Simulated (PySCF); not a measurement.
Coordinates in bohr (charge 0 multiplicity 1):
```
Ge    0.0000    0.0000   -0.7379
F     2.4722    0.0000    1.4439
F    -2.4722    0.0000    1.4439
```

Level of theory: PBE0/[Ge def2-TZVP, F def2-TZVP], no relativity, density fitting, PySCF.

This geometry of GeF2 is a stationary point at this level.

**Question.** What is the point group?

**Answer.** C2v.

**Question.** Is it a minimum?

**Answer.** Yes: all harmonic wavenumbers are real.

**Question.** List the harmonic modes with their infrared intensities.

**Answer.** 
```json
{"symmetry": "a1", "ω (cm⁻¹)": "259", "IR (km/mol)": "12.6"}
{"symmetry": "b2", "ω (cm⁻¹)": "667", "IR (km/mol)": "139"}
{"symmetry": "a1", "ω (cm⁻¹)": "694", "IR (km/mol)": "100"}
```

**Question.** What are the dipole moment and the gap between the highest occupied and lowest empty levels?

**Answer.** 2.47 D and 6.36 eV.

In C2v the vibrations span 2a1 + b2. Here b1 is antisymmetric to the molecular plane and b2 lies in it.
